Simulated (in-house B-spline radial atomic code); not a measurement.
How numerical settings move a run on neutral cadmium, [Kr] 4d10 5s2. Computed with an all-electron radial atomic-structure program (B-spline basis): Dirac-Hartree-Fock, average of configuration, Fermi nucleus of rms radius 4.6087 fm.

Command:
```bash
python run_scf.py task.json out
```
Settings of the sound reference run:
```
Z                48
electrons        48
configuration    [Kr] 4d10 5s2
hamiltonian      dirac
method           hf
spin_polarised   False
nucleus          fermi
rms_radius       4.6087
mass_number      114
atomic_mass      113.9034
speed_of_light   137.036
knot_spacing     0.22
spline_order     8
gauss_points     12
box_radius       50
max_iterations   70
damping          0.5
damped_steps     3
diis_vectors     10
tolerance        1e-08
start            Thomas-Fermi
```

Time taken, with all properties: 1.6 s on 1 thread of Arm Neoverse V1, on a shared host.

It converges in 11 iterations to -5593.319191 hartree, with 5s1/2 at -7.65839 eV. The other runs change the listed settings, some to values that make no sense; their results aren't properties of the atom or ion. Radii are in bohr (the nuclear one in fm), a minus after a letter asks for a j subshell, and «unchanged» means within 1e-8 hartree. The run stops when the residual is below 10 × tolerance × max(1, Z/10), or a noise floor if that is larger, and the energy moves by less than 1e-8 × √|E| hartree; so very loose and very tight tolerances often act alike.

```tsv
changed settings	outcome
damped_steps = 30	converged in 25 iterations, energy unchanged, 5s1/2 level +5.5e-06 eV
knot_spacing = 0.55, max_iterations = 75, damping = 0.2, damped_steps = 8, diis_vectors = 0	converged in 18 iterations, energy +2.55e-01 hartree from the reference, 5s1/2 level +8.3e-03 eV
speed_of_light = 36.01306	stopped with error: Z/c is past the critical charge
spline_order = 7	converged in 11 iterations, energy +3.36e-07 hartree from the reference
spline_order = 4	converged in 11 iterations, energy +2.89e-03 hartree from the reference, 5s1/2 level +1.9e-04 eV
spline_order = 5	converged in 11 iterations, energy +9.43e-05 hartree from the reference, 5s1/2 level +7.3e-06 eV
max_iterations = 8, damping = 0, start = bare nucleus	not converged after 8 iterations, last residual 3.1e-02, last energy +3.42e-02 hartree from the reference
damped_steps = 8	converged in 14 iterations, energy unchanged, 5s1/2 level -4.6e-07 eV
box_radius = 15, max_iterations = 60, tolerance = 1e-06	converged in 9 iterations, energy +6.83e-07 hartree from the reference, 5s1/2 level +1.2e-04 eV (the program warns: 5s1/2 reaches the box edge)
damped_steps = 1	converged in 10 iterations, energy unchanged, 5s1/2 level +5.8e-07 eV
gauss_points = 16, box_radius = 7.5, max_iterations = 75, diis_vectors = 4, tolerance = 1e-05	converged in 9 iterations, energy +6.70e-03 hartree from the reference, 5s1/2 level +2.0e-01 eV (the program warns: 5s1/2 reaches the box edge; 4d3/2 reaches the box edge)
electrons = 49, configuration = [Kr] 4d10 5s2 6p-1, max_iterations = 60	converged in 11 iterations to -5593.3079 hartree, a different physical problem (warning: 6p1/2 has a positive eigenvalue: unbound, held by the box)
```

What happens with electrons = 49, configuration = [Kr] 4d10 5s2 3f1, max_iterations = 60?

Stopped with error: there is no 3f shell.

What happens with spline_order = 6?

Converged in 11 iterations, energy +4.87e-06 hartree from the reference, 5s1/2 level +4.0e-07 eV.

What happens with start = bare nucleus?

Converged in 15 iterations, energy unchanged, 5s1/2 level +7.6e-06 eV.

What happens with spline_order = 10?

Converged in 11 iterations, energy -4.67e-08 hartree from the reference.
